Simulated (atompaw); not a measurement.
## Sc: PAW (atompaw) pseudisation with LDA (PW92), scalar-relativistic reference atom.

- Element: scandium
- Generator: atompaw 4.2.0.5
- Type: PAW
- Functional: LDA (PW92)
- Relativity: scalar-relativistic
- Frozen core: [Ne]
- Valence charge: 11
- Reference configuration: 3s2 3p6 3d1 4s2 4p0
- Partial waves: 3s (bound): rc 1.20 bohr; 4s (bound): rc 2.90 bohr; 3p (bound): rc 1.40 bohr; 4p (bound, empty): rc 2.90 bohr; 3d (bound): rc 2.90 bohr; 3d channel at 4.65 Ry: rc 2.90 bohr
- Local potential: bessel scheme, radius 2.05 bohr
- Core correction: smooth core density matched at 2.00 bohr
- Augmentation charge: sinc compensation charge, radius 2.65 bohr; PAW radius 2.90 bohr; waves and projectors: custom polynom gramschmidtortho

All-electron outer shells of the reference configuration (LDA (PW92), scalar-relativistic, ld1.x):

```
shell  level (eV)  outermost node (bohr)  outermost maximum (bohr)
   2s     -472.95                   0.10                      0.28
   2p     -388.02                      –                      0.23
   3s      -54.71                   0.42                      0.92
   3p      -33.57                   0.39                      0.97
   4s       -4.29                   1.33                      3.06
   3d       -3.43                      –                      1.10
   4p       -1.52                   1.49                      4.03
```

What the tests gave:

```
Cutoffs needed                                           : 35 Ry and 70 Ry (the cutoffs (Ry, on a coarse ladder) from which the occupation-weighted sum of valence levels, in a spherical-Bessel basis at the reference potential, stays within 10 and 1 mRy of its value at 400 Ry)
Ghost test                                               : no extra level below or beside the all-electron valence levels (s, p, d, f tested) (spherical-Bessel basis up to 400 Ry, 20 bohr box)
Lowest eigenvalue of the overlap operator                : 0.50 (s channel)
Overlap eigenvalues printed by atompaw (projector basis) : 0.468, 0.588, 3.07, 26.3, 39.8, 274
Share of each valence orbital outside the PAW sphere     : 3s 0 %, 4s 69 %, 3p 0 %, 4p 88 %, 3d 15 %
```

Generation and tests took about 15 s on one core of a shared server CPU.
